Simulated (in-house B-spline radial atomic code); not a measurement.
**Eu LIX (Eu58+): [He] 2s2 (2p1/2)1**

All numbers are computed (Dirac-Hartree-Fock, average of the jj configuration; Fermi nucleus of rms radius 5.1115 fm) with a B-spline radial code for spherical atoms, not measured.

Effective charges: Z_r = [3n² - l(l+1)]/(2<r>) from the radius, Z_e = n√(-2ε) from the energy, and Slater's rules. Values are occupation-weighted means over j. An effective charge above Z reflects the relativistic contraction of the inner shells.

```
shell  electrons  ε (eV)  <r> (bohr)    Z_r    Z_e  Slater
   1s          2  -54861     0.02222  67.52  63.50   62.70
   2s          2  -13217     0.09046  66.33  62.33   60.60
   2p          1  -13069     0.07488  66.77  61.99   60.60
```

The least bound orbital is 2p1/2 at -13070 eV, while the most diffuse is 2s1/2 (<r> = 0.09046 bohr against 0.07488 bohr): energy order and size order differ.

For the 1s electron the small component carries 5.53 % of the norm, the zero-frequency Breit interaction raises the level by 113.8 eV, self-energy by 85.87 eV, and vacuum polarisation lowers it by 13.79 eV.
